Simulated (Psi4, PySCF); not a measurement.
The Psi4 input:
```
memory 2 GB

molecule mol {
-1 2
C    -0.362900    0.007400    0.017200
O     0.906800   -0.437700   -0.394800
H    -0.496800   -0.095100    1.099400
H    -1.089800   -0.623700   -0.490200
H    -0.538300    1.050700   -0.266200
H     1.581000    0.098500    0.034600
}

set {
  basis 6-311g**
  reference uhf
  freeze_core true
  mp2_type conv
  scf_type pk
  puream true
  d_convergence 1e-8
}

energy('mp2')
print_variables()
```

**Question.** Give the equivalent PySCF input.

**Answer.** This is not unique; one that fits is 
```python
from pyscf import gto, scf, mp

mol = gto.M(
    atom='''
C    -0.362900    0.007400    0.017200
O     0.906800   -0.437700   -0.394800
H    -0.496800   -0.095100    1.099400
H    -1.089800   -0.623700   -0.490200
H    -0.538300    1.050700   -0.266200
H     1.581000    0.098500    0.034600
''',
    basis='6-311g**',
    charge=-1,
    spin=1,
    verbose=4,
)

mf = scf.UHF(mol)
mf.kernel()

pt = mp.MP2(mf, frozen=2)
pt.kernel()
print('E(MP2) = %.10f' % pt.e_tot)
```

Both were run: Psi4 gave -115.304628 Eh and PySCF -115.304628 Eh, 0.000 mEh apart.
